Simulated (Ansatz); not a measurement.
Reaction (redistribution): `COB(O)Br` + `C[CH2][Al]([NH2])[NH2]` → `COB(N)Br` + `C[CH2][Al]([NH2])[OH]`

Gas-phase electronic energies from Ansatz, PBE0-D4/def2-TZVP geometries. CCSD(T)/CBS adds triple-zeta CCSD(T) − MP2 to the extrapolated MP2 energy (def2 sets, frozen cores). Functionals use def2-TZVPP. B3LYP here is the variant with VWN-RPA as its local correlation; programs differ in this. For Br outer-core shells are correlated without core-valence functions, which leaves a few kJ/mol of doubt a bond. Scalar relativity is left out up to krypton. One conformer a species, not always the lowest.

```json
{"level": "B3LYP-D4", "ΔE (kJ/mol)": "-34.9", "difference from CCSD(T)/CBS": "-0.8"}
{"level": "ωB97X-V", "ΔE (kJ/mol)": "-33.9", "difference from CCSD(T)/CBS": "0.2"}
{"level": "ωB97M-V", "ΔE (kJ/mol)": "-33.6", "difference from CCSD(T)/CBS": "0.5"}
{"level": "B3LYP", "ΔE (kJ/mol)": "-35.0", "difference from CCSD(T)/CBS": "-0.9"}
{"level": "HF/def2-TZVPP", "ΔE (kJ/mol)": "-33.7", "difference from CCSD(T)/CBS": "0.4"}
{"level": "MP2/def2-TZVPP", "ΔE (kJ/mol)": "-35.8", "difference from CCSD(T)/CBS": "-1.7"}
{"level": "CCSD/def2-TZVPP", "ΔE (kJ/mol)": "-33.8", "difference from CCSD(T)/CBS": "0.3"}
{"level": "CCSD(T)/def2-TZVPP", "ΔE (kJ/mol)": "-33.3", "difference from CCSD(T)/CBS": "0.8"}
{"level": "HF/CBS(def2)", "ΔE (kJ/mol)": "-33.1", "difference from CCSD(T)/CBS": "1.0"}
{"level": "MP2/CBS(def2)", "ΔE (kJ/mol)": "-36.6", "difference from CCSD(T)/CBS": "-2.5"}
{"level": "CCSD(T)/CBS", "ΔE (kJ/mol)": "-34.1", "difference from CCSD(T)/CBS": "0"}
```

Largest T1 diagnostic among the species: 0.011.
